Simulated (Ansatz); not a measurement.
Consider the ligand exchange at the Si–N bond: `C/C=N\[SiH2]Cl` + `[NH2][GeH2][Cl]` → `Cl[SiH2][NH][GeH2][Cl]` + `CC=N`.

Calculated with Ansatz (gas phase, PBE0-D4/def2-TZVP geometries, no zero-point term in ΔE). CCSD(T)/CBS is the MP2 limit (def2-TZVPP, def2-QZVPP) plus CCSD(T) − MP2 in def2-TZVPP, frozen cores. Functionals use def2-TZVPP. For Ge outer-core shells are correlated without core-valence functions, which leaves a few kJ/mol of doubt a bond. Scalar relativity is left out up to krypton. Each species was taken in one conformer, which may not be the lowest.

```
                 species  PBE-D4 energy (Eh)
        `C/C=N\[SiH2]Cl`          -883.89038
       `[NH2][GeH2][Cl]`         -2593.88392
`Cl[SiH2][NH][GeH2][Cl]`         -3343.94630
                  `CC=N`          -133.83231
```

Work out ΔE.

ΔE = (-3343.94630) + (-133.83231) − (-883.89038) − (-2593.88392) = -0.00431 Eh = -11.3 kJ/mol. CCSD(T)/CBS gives -23.1 kJ/mol.

Largest T1 diagnostic among the species: 0.012.

From PBE to PBE0 (25 % exact exchange), in def2-TZVPP and without D4, ΔE moves by −4.6 kJ/mol.
